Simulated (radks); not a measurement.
Task: Valence configurations of Pr IV (all share [Xe]). All-electron calculation, Dirac Kohn-Sham, LDA (Slater exchange, Perdew-Wang correlation), spin-unpolarised, spherical densities, finite nucleus; open shells are shared between the two j in proportion to 2j + 1; Fermi nuclear charge, rms radius 4.8919 fm. Program: a radial shooting solver on a logarithmic mesh with Libxc functionals. Order these by energy: 4f0.5 5d1.5; 5d2; 4f1.5 6p0.5; 4f1 6s1; 4f0.5 5d1 6p0.5; 4f0.5 6s1 6p0.5; 4f1 5d1; 4f2; 4f1.5 6s0.5; 6p2.

Result: From the lowest, in eV above it: 4f2 0.000; 4f1.5 6s0.5 5.315; 4f1.5 6p0.5 7.746; 4f1 5d1 8.433; 4f1 6s1 12.442; 4f0.5 5d1.5 14.595; 4f0.5 5d1 6p0.5 19.308; 5d2 22.184; 4f0.5 6s1 6p0.5 24.251; 6p2 44.040. NIST lists [Xe] 4f2 as the ground configuration; this level of theory agrees among the configurations tried. The energies are those of spherical spin-averaged densities, not of single terms.
